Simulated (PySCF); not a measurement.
# Orbital picture of GaCl

TPSS at R = 2.246 Å; basis Ga pcseg-1, Cl pcseg-1; no relativity; PySCF 2.14. State: ¹Σ⁺ (singlet), closed shell. Only the outer orbitals are listed, counted within each symmetry.

```
orbital  occ.  ε (eV)  on Ga (%)            main shells (%)
    11σ     2  -10.31         52           50 Ga s, 44 Cl p
     5π     2   -7.60          7                    93 Cl p
     5π     2   -7.60          7                    93 Cl p
    12σ     2   -6.69         62  46 Ga s, 38 Cl p, 16 Ga p
     6π     0   -2.45         96                    96 Ga p
     6π     0   -2.45         96                    96 Ga p
    13σ     0   -0.08         98                    90 Ga p
```

Task: Which are the highest filled and the lowest empty level, where do they sit, and how wide is the gap?

Result: Highest filled 12σ at -6.69 eV (in %: 46 Ga s, 38 Cl p, 16 Ga p); lowest empty 6π at -2.45 eV (in %: 96 Ga p); the gap at TPSS is 4.24 eV.

```json
{
  "bond order (Mayer)": "1.00",
  "⟨S²⟩": "0.000",
  "charge on Ga (Mulliken, basis-dependent)": "0.37",
  "charge on Ga (Löwdin, basis-dependent)": "0.12",
  "dipole moment (positive dipole means Ga(−)Cl(+))": "-2.68 D"
}
```
